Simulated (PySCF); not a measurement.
# Excitation energy of S by level of theory

S [Ne] 3s2 3p4 (3P) → S [Ne] 3s1 3p5 (3P), as a difference of total energies. All numbers are calculated (PySCF 2.14, the spin-free X2C one-electron Hamiltonian (Gaussian nucleus), in aug-cc-pVQZ-DK). Correlated levels: valence: [Ne] frozen. The calculations carry no spin-orbit coupling.

```tsv
method	excitation energy (eV)	error (eV)
UHF	11.584	+2.656
MP2 (valence)	10.524	+1.596
SCS-MP2 (valence)	10.406	+1.478
CCSD (valence)	9.636	+0.708
CCSD(T) (valence)	9.090	+0.162
```

Reference: 8.928 eV (measured; NIST levels, between the centres of gravity of the two terms).

Errors of the correlated levels include the incompleteness of this basis and the frozen core.

The upper state lies above the first ionisation limit, where it may autoionise and the basis confines it.

The coupled-cluster amplitudes are large for the upper state (T1 above 0.03 or a double amplitude above 0.15), so a single reference is strained.
